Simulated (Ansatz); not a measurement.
Born–Oppenheimer molecular dynamics of Cl3H5NPZr (11 atoms, charge 0, multiplicity 1). It starts at the highest image of a converged band. Of that band: Beside the main top the profile has a ripple of under 15 meV (maxima at images 2, 6), which may be a very shallow well or noise. A vibrational analysis at the climbing image gives one clearly imaginary mode, 1347i cm⁻¹: a first-order saddle point.

Computed with RKS B3LYP-D4/def2-SVP in Ansatz 0.2.0.

```
ensemble                      : NVE (velocity Verlet)
time step                     : 0.5 fs
steps asked                   : 200
starting velocities drawn for : 300 K
seed                          : 6560
```

First frame:

```xyz
11
Properties=species:S:1:pos:R:3
Zr 0.205 -0.256 0.111
N 0.174 -0.107 2.258
H -0.559 -0.486 2.860
H 0.554 0.737 2.694
Cl 2.268 0.488 -0.733
Cl -1.119 1.679 -0.221
Cl -1.090 -1.796 -1.113
P 1.666 -2.635 1.361
H 0.486 -3.358 1.013
H 2.077 -2.410 0.013
H 0.980 -1.164 2.017
```

How far do the bonds stretch over the last three quarters of this one trajectory? (Pairs bonded in most of those frames.)


```
   bond  mean (Å)  spread (Å)  shortest  longest
 Zr1–N2     2.542       0.100      2.27     2.66
Zr1–Cl5     2.375       0.036      2.32     2.42
Zr1–Cl6     2.425       0.048      2.34     2.48
Zr1–Cl7     2.378       0.041      2.31     2.42
 Zr1–P8     2.631       0.140      2.49     2.93
  N2–H3     1.026       0.010      1.01     1.06
  N2–H4     1.034       0.049      0.95     1.11
 N2–H11     1.035       0.051      0.95     1.12
  P8–H9     1.435       0.019      1.40     1.47
 P8–H10     1.435       0.027      1.39     1.48
```

Mean temperature of the second half: 658 K. The conserved energy stayed within 0.28 meV per atom of its start (net change -0.077 meV per atom), so the integration is sound. The kinetic energy rose, since the run started high on the potential surface and went downhill. A run of 0.1 ps of so small a system gives no equilibrium averages. The orbitals stay closed-shell, which can raise the energy where a bond breaks towards radicals; this wasn't checked here.

The run took 9.2 min on 4 threads of Intel(R) Xeon(R) Platinum 8488C (Sapphire Rapids) (shared host), peak memory 0.5 GiB.
